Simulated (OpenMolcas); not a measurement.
## Cu6+, Ag6+, Au6+: d⁵ down the group

```json
{
  "Program": "OpenMolcas 26.06",
  "Method": "RASSCF",
  "Basis": "ANO-R2",
  "Scalar Hamiltonian": "X2C, finite nucleus",
  "Spin-orbit coupling": "state interaction with AMFI integrals over the reference wave functions, term energies averaged over their components"
}
```

Active space for each ion: 11 electrons in 8 orbitals (RAS1 p, at most 2 holes; RAS2 d).

Computed levels in cm-1 above ⁶S_5/2:

| Level | Cu6+ | Ag6+ | Au6+ |
| --- | --- | --- | --- |
| ⁴G_7/2 | 52814 | 36150 | 31313 |
| ⁴G_11/2 | 52853 | 36461 | 33524 |
| ⁴G_9/2 | 52895 | 36667 | 35202 |
| ⁴P_1/2 | 54965 | 38114 | 36005 |
| ⁴D_7/2 | 62653 | 42637 | 42460 |
| ⁴D_1/2 | 62928 | 44110 | 48370 |
| ²I_11/2 | 77087 | 52673 | 49716 |
| ²I_13/2 | 77434 | 54337 | 55173 |
| ⁴F_3/2 | 84050 | 60221 | 51405 |
| weight of ⁶S in the lowest level (%) | 100 | 98 | 79 |

Mixed levels, with the weight of the term that names them: Ag6+ ⁴F_3/2 (65 %), Au6+ ⁴G_7/2 (57 %), Au6+ ⁴G_11/2 (73 %), Au6+ ⁴P_1/2 (68 %), Au6+ ⁴D_7/2 (57 %), Au6+ ⁴D_1/2 (75 %), Au6+ ²I_11/2 (68 %), Au6+ ⁴F_3/2 (52 %).

Measured, with the error of the calculation in %. Measured levels: Cu6+, Ag6+ from the list in Gamrath, thesis, University of Mons (2023).

| Level | Cu6+ | Ag6+ |
| --- | --- | --- |
| ⁴G_7/2 |  | 30378 (+19.0) |
| ⁴G_11/2 |  | 30662 (+18.9) |
| ⁴G_9/2 |  | 30907 (+18.6) |
| ⁴P_1/2 | 51407 (+6.9) | 34605 (+10.1) |
| ⁴D_7/2 | 55742 (+12.4) | 36485 (+16.9) |
| ⁴D_1/2 | 56210 (+12.0) | 38685 (+14.0) |
| ²I_11/2 | 67757 (+13.8) | 44011 (+19.7) |
| ²I_13/2 | 67918 (+14.0) | 45546 (+19.3) |
| ⁴F_3/2 | 76886 (+9.3) | 53796 (+11.9) |

Without spin-orbit coupling ⁴G lies 52841, 36384, 32705 cm-1 above ⁶S in that order; the difference to the level ⁴G_7/2, of either sign, comes from spin-orbit coupling, which also lowers the zero.

Without dynamic correlation excited terms often stand tens of per cent too high (terms of higher spin than the ground term too low), and those without a measured partner can miss by more than the paired ones. Active for correlation alone: 3p; no level in the range computed is led by a configuration that opens it, so any true level of that kind is missing (holds for Cu6+). Some levels mix across a computed gap that differs much from the measured one, so their mixing is not that of the real levels (holds for Ag6+). Active for correlation alone: 4p; no level in the range computed is led by a configuration that opens it, so any true level of that kind is missing (holds for Ag6+). Active for correlation alone: 5p; no level in the range computed is led by a configuration that opens it, so any true level of that kind is missing (holds for Au6+). Computed and measured levels are paired by configuration, term and J; levels that our copy of the source lacks, or whose pairing is in doubt (as where it misses far off the trend of its configuration), stay unpaired and out of the deviations. Only configurations of the active space appear.
